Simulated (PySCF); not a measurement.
The numbers below are computed, except where a source is named.
# Si2H5O3(-)

The system: Si2H5O3(-), a small molecule (built as: end group O-); charge -1, singlet. The structure, one conformer, was relaxed in the gas phase by PBE0-D3(BJ)/def2-SVP. No frequency run checks that it is a minimum.

SMILES: [O-][SiH2]O[SiH2]O

```xyz
10

O    -0.257    1.726    0.618
Si   -1.214    0.405    0.700
O    -0.492   -0.901   -0.028
Si    1.050   -0.801   -0.760
O     1.631    0.674   -0.636
H     0.613    1.428    0.093
H    -1.540    0.034    2.127
H    -2.553    0.633    0.039
H     1.851   -1.900   -0.085
H     0.822   -1.320   -2.169
```
Atoms count from 1 in this order.

Shieldings: GIAO PBE0/aug-pcSseg-2.  Core levels by delta-SCF with SCAN, aug-pcX-2 on the ionised atom and aug-pcseg-1 elsewhere, spin-free X2C (2p3/2 is the spin-free 2p value less a third of a first-order spin-orbit splitting); from the vacuum level, for chosen atoms.

Give the shieldings and core levels atom by atom.


```json
{"atoms": "O1", "bonded to": "1 Si + 1 H", "σ (ppm)": "229.1", "δ (ppm)": "-", "core level (eV)": "1s 532.51"}
{"atoms": "Si2", "bonded to": "2 O + 2 H", "σ (ppm)": "374.9", "δ (ppm)": "-", "core level (eV)": "2p3/2 103.15"}
{"atoms": "O3", "bonded to": "2 Si", "σ (ppm)": "221.2", "δ (ppm)": "-", "core level (eV)": "1s 532.96"}
{"atoms": "Si4", "bonded to": "2 O + 2 H", "σ (ppm)": "385.0", "δ (ppm)": "-", "core level (eV)": "2p3/2 102.39"}
{"atoms": "O5", "bonded to": "1 Si", "σ (ppm)": "184.7", "δ (ppm)": "-", "core level (eV)": "1s 530.75"}
{"atoms": "H6", "bonded to": "1 O", "σ (ppm)": "17.24", "δ (ppm)": "-", "core level (eV)": "-"}
{"atoms": "H7 H8", "bonded to": "1 Si", "σ (ppm)": "25.69", "δ (ppm)": "-", "core level (eV)": "-"}
{"atoms": "H9 H10", "bonded to": "1 Si", "σ (ppm)": "25.55", "δ (ppm)": "-", "core level (eV)": "-"}
```

Values are those of this one static structure; atoms that internal rotation interchanges would show their mean in an NMR spectrum.

By CAM-B3LYP/def2-SVPD (TDDFT singlets, Tamm-Dancoff triplets, ionisation by delta-SCF), where does absorption start, and what does vertical ionisation take?

The first singlet with intensity lies at 6.65 eV (f 0.033); what lies below it is dark. The lowest singlet lies at 6.25 eV (f 0.000), the strongest of the first 6 at 6.81 eV (f 0.049), the lowest triplet at 6.11 eV; vertical ionisation takes 4.93 eV.

Excited states of gas-phase anions may lie above the detachment limit and hang on the basis.

The 3 runs behind this took 4.1 min in all, one thread each of Arm Neoverse V1 on a shared host, launched as `OMP_NUM_THREADS=1 python cluster_run.py task.json out`.
